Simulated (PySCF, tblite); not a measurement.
C6H8PSi (charge -1).
Atom-mapped SMILES: `[CH2:1]=[CH:2][c:3]1[p-:4][cH:5][cH:6][c:7]1[SiH3:8]` (hydrogens: H9, H10 on C1; H11 on C2; H12 on C5; H13 on C6; H14, H15, H16 on Si8)

The geometry is computed with GFN2-xTB (gas phase).

Question: What internal coordinates does the optimisation give?

Answer: 
| bond | length (Å) |
| --- | --- |
| C1=C2 | 1.335 |
| C2–C3 | 1.432 |
| C3–P4 | 1.763 |
| P4–C5 | 1.742 |
| C5–C6 | 1.377 |
| C6–C7 | 1.403 |
| C7–Si8 | 1.847 |
| C3–C7 | 1.412 |
| C1–H9 | 1.078 |
| C1–H10 | 1.080 |
| C2–H11 | 1.090 |
| C5–H12 | 1.083 |
| C6–H13 | 1.084 |
| Si8–H14, Si8–H15, Si8–H16 | 1.479 |

Bonds in one row agree within 0.01 Å and their mean is given. A selection of angles:
| angle | degrees |
| --- | --- |
| C2–C1–H9 | 120.6 |
| C2–C1–H10 | 122.4 |
| H9–C1–H10 | 117.0 |
| C1–C2–C3 | 126.6 |
| C1–C2–H11 | 118.7 |
| C3–C2–H11 | 114.7 |
| C2–C3–P4 | 124.8 |
| C2–C3–C7 | 123.2 |
| P4–C3–C7 | 112.1 |
| C3–P4–C5 | 89.7 |
| P4–C5–C6 | 113.1 |
| P4–C5–H12 | 122.4 |
| C6–C5–H12 | 124.5 |
| C5–C6–C7 | 113.6 |
| C5–C6–H13 | 123.3 |
| C7–C6–H13 | 123.1 |
| C6–C7–Si8 | 122.9 |
| C3–C7–C6 | 111.5 |
| C3–C7–Si8 | 125.6 |
| C7–Si8–H14 | 115.2 |
| C7–Si8–H15 | 110.8 |
| H14–Si8–H15 | 105.0 |

Torsions: C1–C2–C3–P4 2° (synperiplanar). The mirror-image conformer, all signs reversed, is as good.

Si8 (SiH3 silicon) is distorted tetrahedral (angles from 104.7° to 115.2°). C3 (substituted aromatic carbon) is planar (angles 124.8°, 123.2° and 112.1°, sum 360.0°, 0.00 Å off the plane of its three neighbours). C7 (substituted aromatic carbon) is planar (angles 125.6°, 122.9° and 111.5°, sum 360.0°, 0.00 Å off the plane of its three neighbours). The 8 heavy atoms lie in one plane (0.008 Å rms). C2 (alkene CH carbon) is planar (angles 126.6°, 118.7° and 114.7°, sum 360.0°, 0.00 Å off the plane of its three neighbours). The 5-membered ring C3–P4–C5–C6–C7 has internal angles of 89.7° to 113.6°; it is planar, 0.00 Å rms from its mean plane, widest ring torsion 0°. The C–P distances run from 1.742 Å (P4–C5, aromatic) to 1.763 Å (C3–P4, aromatic), a spread of 0.021 Å.

Point group: near Cs, missed by 0.10 Å at most; the miss may be what the optimiser left on a soft mode. Its GFN2-xTB frequencies are all real (lowest 91 cm⁻¹).
